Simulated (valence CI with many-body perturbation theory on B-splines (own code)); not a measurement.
E1 line list for Gd XVI

Level of theory: relativistic CI+MBPT: three valence electrons over a frozen Dirac-Fock core [Kr] 4d10, a basis of 8 s, 8 p, 9 d, 9 f, 6 g, 3 h, 2 i functions for each j, with the one-electron correlation potential Σ1 (screened to all orders), the two-electron term Σ2, the three-electron term Σ3, Breit, model QED; selected single and double excitations, second order for the rest (own B-spline code, finite nucleus).

No measured spectrum was set against this ion. As an estimate, terms of the open shell hold to a few per cent of their energy, and close levels can change places; configurations with another count of f electrons can be misplaced by thousands of cm⁻¹. Core correlation moves these levels by up to 36000 cm⁻¹, and in measured spectra 5 to 20 % of such shifts remained as error; rates that hang on mixing are uncertain with them.

Lines 51 to 100 of 200 in falling wavelength, among levels below 118490 cm⁻¹, chosen from the strongest by gf and those to the six lowest levels. Wavelengths and rates use the calculated energies, so an error of 2000 cm⁻¹ moves a line at 278.2 nm by 5.6 % and its rate by three times that or more. Electric multipoles are in the length gauge, E1 and E2 with the static RPA response of the core. Weak lines are less certain than strong ones. Lines between different terms over intervals too small for the method are left out, as are lines whose strength nearly cancels. Where a level lies close to another of its J and parity, the split of strength between their lines is uncertain. The highest levels of a list are the least certain.

Names give the largest LS component (configuration and term), which can be under half, so a name can repeat, a term be missing and a line seem to break the LS rules; names also repeat where a configuration has a term twice. Letters in brackets count levels of one name in rising energy.

```tsv
λ vac (nm)	Upper	Lower	A (s⁻¹)	log gf	Branch %
278.2	4f²5s ⁴F_7/2	4f³ ⁴G°_7/2	1.35e+02	-5.90	3.6
277.4	4f²5s ²F_5/2	4f³ ²D°_5/2 [a]	6.04e+01	-6.38	0.7
275.2	4f²5s ²F_7/2	4f³ ⁴D°_5/2	1.29e+02	-5.93	1.3
268.2	4f²5s ²D_5/2	4f³ ⁴D°_7/2	2.71e+02	-5.76	1.2
267.9	4f²5s ²G_7/2	4f³ ²G°_9/2 [a]	6.56e+01	-6.25	1.0
267.5	4f²5s ⁴F_5/2	4f³ ²G°_7/2 [a]	2.55e+02	-5.78	6.9
265.9	4f²5s ⁴F_5/2	4f³ ⁴G°_5/2	1.72e+02	-5.96	4.7
265.8	4f²5s ⁴P_3/2	4f³ ²D°_5/2 [b]	5.21e+02	-5.66	1.5
262.7	4f²5s ⁴H_9/2	4f³ ²H°_9/2 [a]	4.15e+01	-6.37	3.4
256.5	4f²5s ²H_11/2	4f³ ²G°_9/2 [a]	3.99e+01	-6.33	0.9
248.8	4f²5s ⁴H_13/2	4f³ ²H°_11/2 [a]	2.27e+02	-5.53	18.2
248.2	4f²5s ²I_13/2	4f³ ²H°_11/2 [b]	1.05e+03	-4.87	5.3
247.6	4f²5s ²I_11/2	4f³ ²H°_11/2 [b]	6.95e+02	-5.12	2.8
243.4	4f²5s ²G_9/2	4f³ ⁴G°_11/2	2.29e+02	-5.69	6.1
243.3	4f²5s ²H_9/2	4f³ ²H°_11/2 [a]	5.15e+02	-5.34	18.1
239.3	4f²5s ⁴P_5/2	4f³ ²D°_5/2 [b]	8.31e+01	-6.37	0.2
238.8	4f²5s ²F_5/2	4f³ ²D°_3/2 [a]	8.64e+02	-5.35	10.4
238.4	4f²5s ²D_3/2	4f³ ⁴D°_1/2	2.11e+02	-6.14	1.4
235.9	4f²5s ⁴F_9/2	4f³ ²G°_7/2 [a]	4.95e+01	-6.38	1.2
235.3	4f²5s ²H_9/2	4f³ ⁴F°_9/2	7.09e+02	-5.23	24.9
233.3	4f²5s ²P_3/2	4f³ ²F°_5/2	3.71e+03	-4.92	3.5
232.1	4f²5s ⁴H_11/2	4f³ ²H°_9/2 [a]	7.99e+01	-6.11	6.5
230.5	4f²5s ²D_5/2	4f³ ⁴D°_5/2	5.19e+02	-5.61	2.3
230.5	4f²5s ²D_5/2	4f³ ⁴D°_3/2	2.07e+02	-6.00	0.9
229.2	4f²5s ⁴F_7/2	4f³ ⁴F°_9/2	1.11e+02	-6.16	3.0
228.5	4f²5s ⁴F_5/2	4f³ ⁴F°_7/2	1.00e+02	-6.33	2.7
228.0	4f²5s ⁴F_3/2	4f³ ⁴F°_5/2	2.80e+02	-6.06	8.3
226.6	4f²5s ²D_3/2	4f³ ⁴D°_5/2	1.11e+03	-5.47	7.6
226.3	4f²5s ⁴F_9/2	4f³ ²H°_11/2 [a]	4.91e+01	-6.42	1.2
225.9	4f²5s ²F_7/2	4f³ ²D°_5/2 [a]	3.28e+02	-5.70	3.3
225.3	4f²5s ²I_11/2	4f³ ²H°_9/2 [b]	1.39e+03	-4.90	5.6
224.8	4f²5s ²F_5/2	4f³ ⁴G°_7/2	6.37e+02	-5.54	7.7
221.9	4f²5s ²D_5/2	4f³ ²P°_3/2	5.07e+02	-5.65	2.2
219.3	4f²5s ⁴F_9/2	4f³ ⁴F°_9/2	4.24e+02	-5.51	10.5
218.9	4f²5s ²H_9/2	4f³ ⁴F°_7/2	5.47e+01	-6.41	1.9
218.7	4f²5s ⁴P_1/2	4f³ ⁴D°_1/2	2.04e+03	-5.53	9.7
218.5	4f²5s ²G_9/2	4f³ ⁴G°_9/2	1.19e+02	-6.07	3.2
218.2	4f²5s ²D_3/2	4f³ ²P°_3/2	8.28e+02	-5.63	5.7
217.9	4f²5s ⁴F_5/2	4f³ ⁴F°_5/2	1.65e+03	-5.15	44.9
213.6	4f²5s ⁴F_7/2	4f³ ⁴F°_7/2	1.98e+03	-4.96	53.3
213.6	4f²5s ⁴F_3/2	4f³ ⁴F°_3/2	2.29e+03	-5.20	67.8
210.2	4f²5s ²F_7/2	4f³ ²G°_9/2 [a]	2.99e+03	-4.80	30.0
208.6	4f²5s ⁴P_1/2	4f³ ⁴D°_3/2	1.12e+03	-5.84	5.3
207.7	4f²5s ⁴P_3/2	4f³ ⁴D°_1/2	4.52e+02	-5.93	1.3
207.4	4f²5s ²I_13/2	4f³ ²I°_13/2	7.14e+03	-4.19	36.3
207.0	4f²5s ²I_11/2	4f³ ²I°_13/2	9.93e+01	-6.12	0.4
206.5	4f²5s ⁴P_5/2	4f³ ⁴D°_7/2	8.86e+02	-5.47	2.1
205.1	4f²5s ²P_1/2	4f³ ²D°_3/2 [b]	7.76e+03	-5.01	7.2
205.1	4f²5s ⁴F_9/2	4f³ ⁴F°_7/2	2.06e+02	-5.89	5.1
204.7	4f²5s ⁴F_5/2	4f³ ⁴F°_3/2	1.10e+03	-5.38	29.9
```

(1) How does gf follow from A for the line at 267.5 nm?

Results:

(1) gf = 1.4992 × (2J+1)_upper × A / σ², with σ = 37384 cm⁻¹ and 2J+1 = 6: gf = 1.64e-06.
